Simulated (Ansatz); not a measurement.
Consider the cleavage of the B–B bond: `BB(C)BCl` + H–F → `CB(F)BCl` + BH₃.

Gas-phase electronic energies from Ansatz, PBE0-D4/def2-TZVP geometries. CCSD(T)/CBS is the MP2 limit (def2-TZVPP, def2-QZVPP) plus CCSD(T) − MP2 in def2-TZVPP, frozen cores. This one scheme is used for every species. DFT in def2-TZVPP. HSE06 is defined as in plane-wave codes. One conformer a species, not always the lowest.

```csv
level,ΔE (kJ/mol)
PBE0,-118.2
HSE06,-117.8
HF/def2-QZVPP,-162.3
HF/CBS(def2),-162.3
```

Problem. What does CCSD(T)/CBS give? (Estimate.)

Solution. The calculation gave: -125.4 kJ/mol. The listed levels differ from it by 7.2, 7.6, -36.9, -36.9 kJ/mol.

Largest T1 diagnostic among the species: 0.014.

The D4 term adds +6.0 kJ/mol with B3LYP and +3.4 kJ/mol with PBE0; it sums over pairs of atoms, weighted by their polarisabilities, and B3LYP, whose exchange is more repulsive, gets the larger term. From BLYP to BHLYP (50 % exact exchange), in def2-TZVPP and without D4, ΔE moves by −13.8 kJ/mol.

B3LYP here is the variant with VWN-RPA as its local correlation; programs differ in this.
